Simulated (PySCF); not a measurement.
C2H6BFO2, SMILES OCB(F)CO. Heavy atoms are numbered as in [OH:1][CH2:2][B:3]([F:4])[CH2:5][OH:6]. Hydrogens are named by the atom that carries them.

Coordinates come from a B3LYP-D3(BJ)/def2-SVP optimisation. This is a generated structure with no PubChem entry under its InChIKey; it may be hypothetical. One conformer was computed; it need not be the lowest.

Method: PySCF with PBE/pcSseg-1.

GIAO shieldings, no solvent; atoms alike by connectivity are averaged. δ = σ(ref) − σ: ¹⁷O against H2O (σ = 334.3 ppm); ¹³C against TMS (σ = 182.0 ppm); ¹¹B against BF3 (σ = 83.9 ppm); ¹⁹F against CFCl3 (σ = 133.6 ppm); ¹H against TMS (σ = 31.49 ppm), references at their B3LYP-D3(BJ)/def2-TZVP geometries, non-relativistic.

```tsv
nucleus	atoms	count	δ (ppm)
¹⁷O	O1 (OH)	2	-4.9
¹³C	C2 (CH2)	2	61.6
¹¹B	B3	1	48.8
¹⁹F	F4	1	-55.5
¹H	H on C2	4	4.05
¹H	H on O1	2	0.25
```
